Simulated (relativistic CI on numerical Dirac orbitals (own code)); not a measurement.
Computed by Dirac-Coulomb-Breit CI, orbitals from a KLI potential per configuration, a model potential for QED, valence Slater integrals scaled by 0.85, P86 correlation energy added to each configuration (own radial code, finite nucleus).

Configuration list (outside the closed core [Ne]): 3s2 3p3, 3s 3p4, 3s2 3p2 3d, 3p5, 3s 3p3 3d, 3s2 3p2 4s, 3s2 3p2 4p, 3p4 3d, 3s2 3p2 4d, 3s 3p2 3d2, 3s2 3p2 4f, 3s2 3p2 5s, 3s2 3p2 5p, 3s 3p3 4s, 3s2 3p2 5d, 3s2 3p2 5f, 3s2 3p2 6s, 3s2 3p2 5g, 3s 3p3 4p, 3s2 3p2 6p, 3s2 3p2 6d, 3s 3p3 4d, 3s 3p3 4f, 3s 3p3 5s, 3s2 3p 3d 4p, 3s 3p3 5p, 3s 3p3 5d, 3s 3p3 5f, 3s 3p3 6s, 3s 3p3 5g, 3p4 4s, 3s 3p3 6p, 3s2 3p 3d2, 3s2 3d3, 3s 3p 3d3, 3s2 3d2 4s, 3s2 3d2 4p, 3s2 3d2 4d, 3p3 3d2, 3p2 3d3, 3p2 3d2 4s, 3p2 3d2 4p, 3p2 3d2 4d, 3s2 3p 3d 4s, 3s 3p 3d2 4s, 3s2 3d 4s2, 3s2 3d 4s 4p, 3s2 3d 4s 4d, 3s2 3p 4s2, 3s 3p 3d 4s2, 3s2 4s2 4p, 3s2 4s2 4d. Double excitations out of closed p, d and f shells are left out; levels of such configurations are missing from the list, as are those of other unlisted configurations, and high levels can miss mixing partners. These lack a partner that the ground configuration has and come out too high: 3s2 3p2 4f, 3s2 3p2 5s, 3s2 3p2 5p, 3s2 3p2 5d, 3s2 3p2 5f.

At this charge configurations can still be misplaced by up to about 7 % of their energy. 28 of the 38 excited levels that our extract of the measured tables holds in this range could be paired (the sources list more); they are missed by 5823 cm⁻¹ on average and 14311 at most, and levels without a partner can miss by more.

Outline of the computed level scheme of K V. Lowest level of each configuration: 3s2 3p3 4S°_3/2 at 0.0000 eV; 3s 3p4 4P_5/2 at 17.4447 eV; 3s2 3p2 3d 2P_3/2 at 24.6336 eV; 3s 3p3 3d 6D°_1/2 at 38.8096 eV.

Some strong electric-dipole decays among the lowest 45 levels: 3s2 3p2 3d 2F_7/2 → 3s2 3p3 2D°_5/2 (5.2e+10 s⁻¹); 3s2 3p2 3d 2F_5/2 → 3s2 3p3 2D°_3/2 (4.8e+10 s⁻¹); 3s2 3p2 3d 2D_5/2 → 3s2 3p3 2P°_3/2 (4.5e+10 s⁻¹); 3s2 3p2 3d 4P_1/2 → 3s2 3p3 4S°_3/2 (4.2e+10 s⁻¹); 3s2 3p2 3d 4P_3/2 → 3s2 3p3 4S°_3/2 (4.2e+10 s⁻¹); 3s2 3p2 3d 4P_5/2 → 3s2 3p3 4S°_3/2 (4.2e+10 s⁻¹); 3s2 3p2 3d 2D_3/2 → 3s2 3p3 2P°_1/2 (3.7e+10 s⁻¹); 3s2 3p2 3d 2S_1/2 → 3s2 3p3 2P°_1/2 (3.0e+10 s⁻¹).

LS names give the leading component of a level, which can be under half, so a name can repeat, a term be missing and a line seem to break the LS rules.
